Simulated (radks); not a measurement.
Results of a calculation; reference values are marked as such.
Pm+, 60 electrons, occupied as [Kr] 4d10 4f5 5s2 5p5.5 6s1 7s0.5 (fractional occupations, a model configuration). Level of theory: scalar-relativistic Kohn-Sham, exchange-only PBE, spin-polarised, spherical densities, point nucleus; open shells are filled with parallel spins first (spin-orbit coupling, left out, can overturn this in heavy ions) (a radial shooting solver on a logarithmic mesh with Libxc functionals).

Unscreened Slater integrals over Kohn-Sham orbitals (eV). They are taken over the spin-up orbitals. Empty in this configuration: 6p.

| integral | value |
|---|---|
| F0(7s,7s) | 2.9642 |
| F0(7s,6s) | 3.6622 |
| G0(7s,6s) | 0.22572 |
| F0(7s,4f) | 4.0489 |
| G3(7s,4f) | 0.081728 |
| F0(7s,5p) | 3.9624 |
| G1(7s,5p) | 0.12934 |
| F0(7s,6p) | 3.5232 |
| G1(7s,6p) | 0.48553 |
| F0(6s,6s) | 6.5346 |
| F0(6s,4f) | 8.4320 |
| G3(6s,4f) | 0.39420 |
| F0(6s,5p) | 8.0596 |
| G1(6s,5p) | 0.66565 |
| F0(6s,6p) | 5.7256 |
| G1(6s,6p) | 3.5399 |
| F0(4f,4f) | 25.263 |
| F2(4f,4f) | 11.602 |
| F4(4f,4f) | 7.2016 |
| F6(4f,4f) | 5.1595 |
| F0(4f,5p) | 17.264 |
| F2(4f,5p) | 6.3452 |
| G2(4f,5p) | 3.7239 |
| G4(4f,5p) | 2.7916 |
| F0(4f,6p) | 6.8284 |
| F2(4f,6p) | 0.93777 |
| G2(4f,6p) | 0.25973 |
| G4(4f,6p) | 0.23266 |
| F0(5p,5p) | 14.726 |
| F2(5p,5p) | 7.9221 |
| F0(5p,6p) | 6.5879 |
| F2(5p,6p) | 1.5317 |
| G0(5p,6p) | 0.29751 |
| G2(5p,6p) | 0.39927 |
| F0(6p,6p) | 5.2042 |
| F2(6p,6p) | 2.8394 |

Derived for the open shells (J is the average intra-shell exchange parameter used in DFT+U). 4f: F4/F2 = 0.621, F6/F2 = 0.445, J = (286 F2 + 195 F4 + 250 F6)/6435 = 0.9343 eV. 5p: J = F2/5 = 1.584 eV.
